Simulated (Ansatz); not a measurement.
A nudged elastic band was laid between two geometries of BrH + H4Sn (7 atoms, charge 0, multiplicity 1).

Theory: RKS PBE/def2-SVP (Ansatz 0.2.0).

```json
{"movable images": "5", "climbing image": "from the first iteration", "spring": "5.0 eV/Å²", "optimiser": "fire", "start path": "through a guess of the saddle point", "force threshold": "0.05 eV/Å", "iteration limit": "60", "end points": "relaxed"}
```

Initial state:

```xyz
7
Properties=species:S:1:pos:R:3
Sn 0.320 0.000 -0.158
H 0.199 0.000 1.571
H 1.990 0.000 -0.587
H -0.446 1.415 -0.771
H -0.446 -1.415 -0.771
Br -3.390 0.000 1.920
H -1.979 0.000 2.204
```

Final state:

```xyz
7
Properties=species:S:1:pos:R:3
Sn -0.460 0.000 -0.798
H 0.011 0.000 3.641
H 0.876 0.000 0.290
H -0.527 1.431 -1.756
H -0.527 -1.431 -1.756
Br -2.542 0.000 0.635
H -0.583 0.000 3.152
```

Q: What changes between the two ends?

A: Bonds broken: Sn1–H2, Br6–H7. Bonds formed: Sn1–Br6, H2–H7. BrH + H4Sn becomes BrH3Sn + H2.

Q: Give the energies along the band, and the barrier.

A: The run converged. The highest image is number 3 of 0 to 6, 1.01 eV above the first end and 1.73 eV above the last; the last end lies 0.72 eV below the first. Another band between the same ends (5 images) ends at a top of the same energy, where a vibrational analysis finds 2 clearly imaginary modes. The orbitals stay closed-shell, which can raise the energy where a bond breaks towards radicals; this wasn't checked here.

```csv
image,path coordinate (Å),energy (eV),Sn1–H2 (Å),Br6–H7 (Å),Sn1–Br6 (Å)
0,0.00,0.00,1.73,1.44,4.25
1,0.60,0.04,1.74,1.45,3.78
2,1.19,0.35,1.79,1.51,3.33
3,1.80,1.01,2.02,1.85,2.98
4,2.79,-0.10,2.66,2.35,2.60
5,3.79,-0.65,3.52,2.69,2.53
6,4.79,-0.72,4.46,3.19,2.53
```

Q: What is the geometry of the highest image?

A: 
```xyz
7
Properties=species:S:1:pos:R:3:forces:R:3
Sn -0.180 0.000 -0.136 0.01 0.00 0.00
H -0.042 0.000 1.884 0.00 0.00 -0.02
H 1.563 0.000 -0.022 0.01 0.00 0.00
H -0.682 1.495 -0.814 0.00 0.00 0.00
H -0.682 -1.495 -0.814 0.00 0.00 0.00
Br -2.749 0.000 1.381 -0.01 0.00 0.02
H -0.980 0.000 1.929 -0.01 0.00 0.00
```

Run time: 7.6 min on 1 thread of Arm Neoverse V2, with other jobs on the host, peak memory 0.15 GiB.
